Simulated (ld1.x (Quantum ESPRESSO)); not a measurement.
## What one change does to a pseudopotential (iodine, TM)

iodine, norm-conserving Troullier–Martins (Kleinman–Bylander form), made with ld1.x (Quantum ESPRESSO) 7.5 (PBE, scalar-relativistic). Core [Kr], reference 4d10 5s2 5p4.5 (charge +0.5). Waves: 5s (bound): rc 1.80 bohr; 5p (bound): rc 2.00 bohr; 4d (bound): rc 1.25 bohr. Local part: the d channel. Core correction: Bessel-smoothed model core inside 1.05 bohr.

Change: wave 5s (bound): rc 1.80 bohr becomes 5s (bound): rc 2.78 bohr.

Cutoffs: the cutoffs (Ry, on a coarse ladder) from which the occupation-weighted sum of valence levels, in a spherical-Bessel basis at the reference potential, stays within 10 and 1 mRy of its value at 400 Ry; they do not see the model core or the augmentation charge, which bear on the density cutoff. Errors are all-electron minus pseudo energies relative to the spin-unpolarised reference configuration.

Problem. How do hardness, ghosts and transferability respond?

Solution. The potential gets neither clearly harder nor softer (120 Ry and 200 Ry → 120 Ry and 200 Ry); both files keep a bound ghost (p, s); of the 7 tests that both files solve, the error grows in 3 and shrinks in 3 by more than 15 % and 0.3 meV (median size 2.4 → 7.5 meV).

| quantity | base | changed |
| --- | --- | --- |
| cutoff, loose | 120 Ry | 120 Ry |
| cutoff, tight | 200 Ry | 200 Ry |
| loose cutoff by channel (10 mRy a level) | s 25 Ry, p 10 Ry, d 100 Ry | s 12 Ry, p 10 Ry, d 100 Ry |
| bound ghosts | s, p | s, p |
| error for 4d10 5s2 5p5, meV [ΔE -4.53 eV] | +1.6 | +1.9 |
| error for 4d10 5s2 5p4, meV [ΔE 6.60 eV] | -1.4 | -0.8 |
| error for 4d10 5s2 5p3, meV [ΔE 26.45 eV] | -1.8 | +7.5 |
| error for 4d10 5s2 5p1, meV [ΔE 95.20 eV] | +18 | +129 |
| error for 4d10 5s2 5p5.3, meV [ΔE -6.31 eV] | +2.4 | +3.0 |
| error for 4d9 5s2 5p6, meV [ΔE 41.33 eV] | -478 | -357 |
| error for 4d9 5s2 5p5, meV [ΔE 53.71 eV] | -416 | -239 |

 A true bound ghost makes a file unfit for plane-wave use even where its test errors are small: the radial tests pick states by their node count and pass the ghost by.
